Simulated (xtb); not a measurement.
Al(F)(Me)(SiH3) (CH6AlFSi), SMILES [SiH3][Al]([F])[CH3]. All values are semi-empirical tight-binding results from xtb (GFN2-xTB unless named), good for trends rather than for accurate numbers. Coordinates come from a GFN2-xTB optimisation. The structure was generated by enumeration; whether it is a known compound was not checked.

Optimised geometry:

Bonds (Å): Al1–F2 1.663, Al1–C3 1.995, Al1–Si7 2.416, C3–H4 1.097, C3–H5 1.093, C3–H6 1.097, Si7–H8 1.478, Si7–H9 1.479, Si7–H10 1.479. Bond angles (°): F2–Al1–C3 111.9, F2–Al1–Si7 115.6, C3–Al1–Si7 132.4, Al1–C3–H4 110.5, Al1–C3–H5 115.7, Al1–C3–H6 110.5, H4–C3–H5 107.0, H4–C3–H6 105.5, H5–C3–H6 107.0, Al1–Si7–H8 112.7, Al1–Si7–H9 114.4, Al1–Si7–H10 114.6, H8–Si7–H9 104.8, H8–Si7–H10 104.7, H9–Si7–H10 104.6.
Charge 0, spin multiplicity 1.

The geometry has at least one imaginary mode, so it is a saddle point at that level.

For metal compounds this method's bond lengths and energies can be far off.

```json
{
 "orbital_gap": "3.60 eV"
}
```

Computed atomic charges and the Wiberg bond orders between heavy atoms:
charges (e) Al1 0.29, F2 -0.28, C3 -0.22, H4 0.06, H5 0.04, H6 0.06, Si7 0.38, H8 -0.12, H9 -0.10, H10 -0.10. Bond orders Al1–F2 1.23, Al1–C3 1.03, Al1–Si7 0.91.
